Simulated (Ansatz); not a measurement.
A nudged elastic band was laid between two geometries of ClH + FH4NSi (9 atoms, charge 0, multiplicity 1).

Computed with RKS B3LYP/def2-SVP (Ansatz).

```json
{
  "movable images": "5",
  "climbing image": "yes",
  "spring": "5.0 eV/Å²",
  "optimiser": "quadratic models (default)",
  "start path": "through a guess of the saddle point",
  "force threshold": "0.05 eV/Å",
  "iteration limit": "60",
  "end points": "relaxed"
}
```

Image 0:

```xyz
9
Properties=species:S:1:pos:R:3
Si 0.399 -0.716 0.630
F 1.544 -0.073 -0.382
H 0.732 -2.155 0.746
H 0.540 0.043 1.894
N -1.188 -0.568 0.015
H 0.957 1.656 -1.026
Cl 0.164 2.683 -1.101
H -1.541 -1.221 -0.678
H -1.608 0.352 -0.098
```

Image 6:

```xyz
9
Properties=species:S:1:pos:R:3
Si -0.097 -0.203 0.155
F 2.871 0.798 0.002
H 0.753 -1.290 -0.374
H 0.296 0.338 1.473
N -1.712 -0.767 0.255
H 2.279 1.259 -0.555
Cl 0.154 1.420 -1.215
H -2.123 -1.320 -0.491
H -2.421 -0.234 0.751
```

(1) What changes between the two ends?

(2) What energy profile does the band end with?

(3) What is the geometry of the highest image?

(4) What are the harmonic wavenumbers there?

## Answers

(1) Bonds broken: Si1–F2, H6–Cl7. Bonds formed: Si1–Cl7, F2–H6. ClH + FH4NSi becomes ClH4NSi + FH.

(2) The forces met the threshold. The highest image is number 3 of 0 to 6, 140.1 kJ/mol above the first end and 89.3 kJ/mol above the last; the last end lies 50.8 kJ/mol above the first. A vibrational analysis at the climbing image gives one clearly imaginary mode, 251i cm⁻¹: a first-order saddle point. The orbitals stay closed-shell, which can raise the energy where a bond breaks towards radicals; this wasn't checked here.

| image | path coordinate (Å) | energy (kJ/mol) | Si1–F2 (Å) | H6–Cl7 (Å) | Si1–Cl7 (Å) |
| --- | --- | --- | --- | --- | --- |
| 0 | 0.00 | 0.0 | 1.66 | 1.30 | 3.82 |
| 1 | 0.69 | 4.8 | 1.66 | 1.30 | 3.47 |
| 2 | 1.39 | 61.6 | 1.73 | 1.36 | 2.88 |
| 3 | 2.09 | 140.1 | 2.05 | 1.77 | 2.44 |
| 4 | 3.16 | 86.6 | 2.85 | 2.04 | 2.17 |
| 5 | 4.23 | 56.1 | 3.22 | 2.19 | 2.14 |
| 6 | 5.31 | 50.8 | 3.14 | 2.23 | 2.14 |

(3) 
```xyz
9
Properties=species:S:1:pos:R:3
Si 0.221 -0.244 0.445
F 1.897 0.205 -0.654
H 0.788 -1.620 0.336
H 0.561 0.284 1.782
N -1.375 -0.538 -0.073
H 1.533 1.138 -0.802
Cl 0.075 2.052 -0.369
H -1.656 -1.467 -0.369
H -2.043 0.191 -0.298
```

(4) 251i, 100, 227, 317, 376, 389, 484, 644, 720, 767, 825, 901, 967, 1022, 1070, 1521, 2214, 2279, 2549, 3578, 3689 cm⁻¹.

The run took 4 min on 2 threads of Arm Neoverse V1, with other jobs on the host, peak memory 0.18 GiB.
